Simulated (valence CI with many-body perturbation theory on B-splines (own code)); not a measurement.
Values are calculated unless marked as measured or tabulated.
## Er²⁷⁺: what each term of the Hamiltonian does

Level of theory: valence CI with perturbative core correlation (CI+MBPT): five valence electrons over a frozen Dirac-Fock core [Kr], radial functions for each j: 7 s, 7 p, 8 d, 6 f, 4 g, 1 h, with the one-electron correlation potential Σ1 (screened to all orders), the two-electron term Σ2, the three-electron term Σ3, Breit, model QED; selected single and double excitations, second order for the rest (own B-spline code, finite nucleus).

No measured spectrum was set against this ion. As an estimate, large intervals hold to a few tenths of a per cent, small ones and those within an open d or f shell to about a per cent. Only levels of the ground parity were solved; by the run's estimate the other parity begins above the list, which can be wrong where configurations are misplaced.

Each rung adds one term. CI alone is the Dirac-Coulomb CI over the frozen core; QED comes last and gives the full result, which names the levels. Energies are above (4d3/2^4 4d5/2) J=5/2 on the same rung, in cm⁻¹.

Levels are named by their leading jj configuration (3d3/2^4 stands for four electrons in 3d with j = 3/2), which in mixed levels can hold well under half, so a name can repeat and another be missing. Letters in brackets count levels of one name in rising energy.

```
                      Level  CI alone
(4d3/2^3 4d5/2^2) J=5/2 [a]     58992
(4d3/2^3 4d5/2^2) J=7/2 [a]     94133
(4d3/2^3 4d5/2^2) J=3/2 [a]     95577
   (4d3/2^3 4d5/2^2) J=11/2    102409
    (4d3/2^3 4d5/2^2) J=9/2    110967
(4d3/2^3 4d5/2^2) J=5/2 [b]    114216
    (4d3/2^3 4d5/2^2) J=1/2    117829
(4d3/2^3 4d5/2^2) J=7/2 [b]    133039
(4d3/2^2 4d5/2^3) J=5/2 [a]    150650
(4d3/2^3 4d5/2^2) J=3/2 [b]    159809
(4d3/2^2 4d5/2^3) J=7/2 [a]    168979
   (4d3/2^2 4d5/2^3) J=11/2    175660
(4d3/2^2 4d5/2^3) J=9/2 [a]    180105
(4d3/2^2 4d5/2^3) J=1/2 [a]    181690
   (4d3/2^2 4d5/2^3) J=13/2    193028
(4d3/2^2 4d5/2^3) J=3/2 [a]    186211
```

(1) What do these energies become with core correlation, Breit and QED?

(2) How does the ionisation energy move along the ladder, and which term matters most?

Answers

(1) (4d3/2^3 4d5/2^2) J=5/2 [a] 58022 (-970); (4d3/2^3 4d5/2^2) J=7/2 [a] 89979 (-4154); (4d3/2^3 4d5/2^2) J=3/2 [a] 93058 (-2519); (4d3/2^3 4d5/2^2) J=11/2 96341 (-6068); (4d3/2^3 4d5/2^2) J=9/2 105321 (-5646); (4d3/2^3 4d5/2^2) J=5/2 [b] 109846 (-4369); (4d3/2^3 4d5/2^2) J=1/2 114993 (-2836); (4d3/2^3 4d5/2^2) J=7/2 [b] 126020 (-7020); (4d3/2^2 4d5/2^3) J=5/2 [a] 148163 (-2487); (4d3/2^3 4d5/2^2) J=3/2 [b] 156513 (-3296); (4d3/2^2 4d5/2^3) J=7/2 [a] 163908 (-5071); (4d3/2^2 4d5/2^3) J=11/2 168461 (-7200); (4d3/2^2 4d5/2^3) J=9/2 [a] 173499 (-6606); (4d3/2^2 4d5/2^3) J=1/2 [a] 177729 (-3961); (4d3/2^2 4d5/2^3) J=13/2 183500 (-9529); (4d3/2^2 4d5/2^3) J=3/2 [a] 184142 (-2069).

(2) CI alone 984.66, + Σ1 987.09, + Σ2 990.09, + Σ3 990.19, + Breit 989.98, + QED 990.01 eV. The largest step is Σ2, 3.00 eV. NIST lists 989 ± 4 eV (theoretical).
